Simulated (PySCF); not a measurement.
BaF2, SMILES [F][Ba][F].

Geometry optimised at B3LYP-D3(BJ)/def2-TZVP. The isomer is the one that the SMILES or the coordinates give; other isomers of the formula were not compared. The def2 effective core potentials stand for the cores of Ba; spin–orbit coupling is left out.

Two levels are set side by side: TDDFT-PBE/def2-TZVPD (PySCF) and TDDFT-B3LYP/def2-TZVPD (PySCF). Vertical, same geometry. The lowest singlet is HOMO→LUMO 100 % with PBE and HOMO→LUMO 99 % with the other functional; states are paired by order. Differences are taken from unrounded values.

```tsv
quantity	TDDFT-B3LYP	TDDFT-PBE	TDDFT-PBE minus TDDFT-B3LYP
lowest singlet excitation (eV)	5.40	4.55	-0.85
lowest triplet excitation (TDA) (eV)	5.37	4.52	-0.85
```

A lower first singlet is the usual sign of a functional without exact exchange. Differences between two approximate levels are no errors against the true value.

Rough cost on one machine, each run with all the roots and properties that it gave: TDDFT-B3LYP against TDDFT-PBE about 3 times.
